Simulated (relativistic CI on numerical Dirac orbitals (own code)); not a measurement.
Hyperfine structure of Sc⁷⁺, mass number 45

Computed by Dirac-Coulomb-Breit CI, KLI orbitals optimised for each configuration, model QED (radiative potential, 1s self-energy scaled to tabulated hydrogen-like ionisation energies), unscaled Slater integrals (own radial code, finite nucleus).

Configuration list (outside the closed core [Ne]): 3s²3p², 3s3p³, 3s²3p3d, 3p⁴, 3s3p²3d, 3p³3d, 3s3p3d², 3s²3p4s, 3s²3p4p, 3s²3d4p, 3p³4s, 3s²3p4d, 3p³4p, 3s²3d², 3s3d³, 3p²3d², 3p3d³, 3p3d²4s, 3p3d²4p, 3p3d²4d, 3s²3d4s, 3s3d²4s. Double excitations out of closed p, d and f shells are left out; levels of such configurations are missing from the list, as are those of other unlisted configurations, and high levels can miss mixing partners.

Nuclear spin I = 7/2, μ = 4.754 μN, Q = -0.22 b (tables of Stone and Pyykkö). The electronic factors are computed for point nuclear moments, without core polarisation or the Bohr-Weisskopf and QED corrections.

```json
{"Level": "3s²3p² ³P1", "E (eV)": "0.2744", "A (MHz)": "138.9", "B (MHz)": "-341"}
{"Level": "3s²3p² ³P2", "E (eV)": "0.6765", "A (MHz)": "3127", "B (MHz)": "669"}
{"Level": "3s²3p² ¹D2", "E (eV)": "3.4349", "A (MHz)": "4128", "B (MHz)": "-1340"}
{"Level": "3s3p³ ⁵S°2", "E (eV)": "15.5787", "A (MHz)": "11490", "B (MHz)": "0.311"}
{"Level": "3s3p³ ³D°1", "E (eV)": "22.2973", "A (MHz)": "-6892", "B (MHz)": "-84.3"}
{"Level": "3s3p³ ³D°2", "E (eV)": "22.3080", "A (MHz)": "5737", "B (MHz)": "-184"}
{"Level": "3s3p³ ³D°3", "E (eV)": "22.3657", "A (MHz)": "9890", "B (MHz)": "83.4"}
{"Level": "3s3p³ ³P°1", "E (eV)": "25.9197", "A (MHz)": "13940", "B (MHz)": "122"}
```

Levels with J = 0, under 50 % of one LS term, or S terms without an open s electron are left out. Small factors come from cancelling terms and can be off by tens of per cent or more.

At this charge configurations can still be misplaced by up to about 7 % of their energy. 24 of the 25 excited levels that our extract of the measured tables holds in this range could be paired (the sources list more); they are missed by 6043 cm⁻¹ on average and 12260 at most, and levels without a partner can miss by more.

Problem. Give the hyperfine levels of 3s²3p² ³P2 relative to its centre of gravity.

Solution. With K = F(F + 1) − I(I + 1) − J(J + 1), E = AK/2 + B[¾K(K + 1) − I(I + 1)J(J + 1)]/[2I(2I − 1)J(2J − 1)]: F = 3/2: -27790, F = 5/2: -20270, F = 7/2: -9573, F = 9/2: 4464, F = 11/2: 22060 MHz.

LS names give the leading component of a level, which can be under half, so a name can repeat, a term be missing and a line seem to break the LS rules.
